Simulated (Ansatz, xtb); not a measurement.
C5H8BCl: which of two isomers lies lower

We compare X, `C=CC(=C)CBCl`, a singlet, with Y, `C#CB(Cl)CCC`, a singlet. Both are isolated molecules in the gas phase, relaxed with B3LYP-D3(BJ)/def2-SVP, each in the lowest conformer that the search found.

Q: Estimate E(Y) − E(X) at the level CCSD(T)/def2-SVP + ΔMP2/def2-TZVPP.

A: Not settled: CCSD(T)/def2-SVP + ΔMP2/def2-TZVPP gives E(Y) − E(X) = +1.16 kcal/mol, but this leans on the basis-set step: CCSD(T) alone gives +0.82 kcal/mol.

How the difference moves with the method:

```csv
level,geometry,E(Y) − E(X) (kcal/mol),departure from the last row (kcal/mol),"job, with rough time for the two"
GFN2-xTB,GFN2-xTB,+7.10,+5.95,"optimisation, 0.35 s"
HF/STO-3G,GFN2-xTB,−20.14,−21.30,"single point, 0.4 s"
r2SCAN-D4/def2-SVP,GFN2-xTB,+1.83,+0.68,"single point, 3.7 s"
B3LYP-D3(BJ)/def2-SVP,B3LYP-D3(BJ)/def2-SVP,+2.75,+1.59,"optimisation, 63 s"
HF/def2-SVP,B3LYP-D3(BJ)/def2-SVP,+0.72,−0.44,part of the CCSD(T) run
MP2/def2-SVP,B3LYP-D3(BJ)/def2-SVP,−2.83,−3.98,part of the CCSD(T) run
CCSD(T)/def2-SVP,B3LYP-D3(BJ)/def2-SVP,+0.82,−0.34,single point
CCSD(T)/def2-SVP + ΔMP2/def2-TZVPP,B3LYP-D3(BJ)/def2-SVP,+1.16,,"single point, 69 s"
```

As drawn, Y has 1 C≡C, 1 C–B, 1 C–H in place of 2 C=C, 1 B–H.

HF/STO-3G, MP2/def2-SVP put the two in the other order. The largest departure from CCSD(T)/def2-SVP + ΔMP2/def2-TZVPP is that of HF/STO-3G, 21.30 kcal/mol. The last row adds to CCSD(T) the change of the MP2 difference between the two basis sets, here +0.34 kcal/mol.

With thermal terms from frequencies at re-optimised GFN2-xTB minima (ideal gas, soft modes damped towards free rotors, one conformer each, 298.15 K, 1 atm): the zero-point term adds +1.41 kcal/mol; ΔH is +2.91 and ΔG +2.27 kcal/mol.

The correlated steps freeze 11 core orbitals. Codes used: Ansatz 0.2.0, xtb 6.7.1; the last row on 4 threads of Arm Neoverse V1 on a shared host.
